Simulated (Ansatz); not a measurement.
Diatomic AsSe, multiplicity 4 (an upper state: multiplicity 2 came lower at CCSD(T)/def2-TZVPP on PBE0 minima). No spin–orbit coupling. As is treated without relativity. Se is treated without relativity.

Constants: fifth-degree fit in 1/R to seven points, most abundant isotopes. Runs in def2 and cc sets follow the lowest solution found near the PBE0 minimum.

Correlated levels freeze the inner cores; with def2 sets outer-core shells near the valence are correlated too.

Programs: Ansatz (Gaussian orbitals). 

Energies at CCSD(T)/def2-TZVPP:

```csv
R (Å),E (hartree)
2.224691,-4634.51104039
2.284495,-4634.51608691
2.339514,-4634.51859593
2.401710,-4634.51948518
2.463905,-4634.51875961
2.535669,-4634.51641592
2.619394,-4634.51223101
```

### Question
With a reduced mass of 38.6692 u, find the minimum, the force constant and the constants.

### Answer
A fifth-degree polynomial in 1/R puts the minimum at r_e = 2.4021 Å with force constant 181 N/m. Then ω_e = (1/2πc)√(k/μ) = 282 cm⁻¹ and B_e = h/(8π²cμr_e²) = 0.07555 cm⁻¹; the cubic and quartic terms give α_e = 0.00029 and ω_e x_e = 0.86 cm⁻¹.

Ansatz is an electronic-structure program.
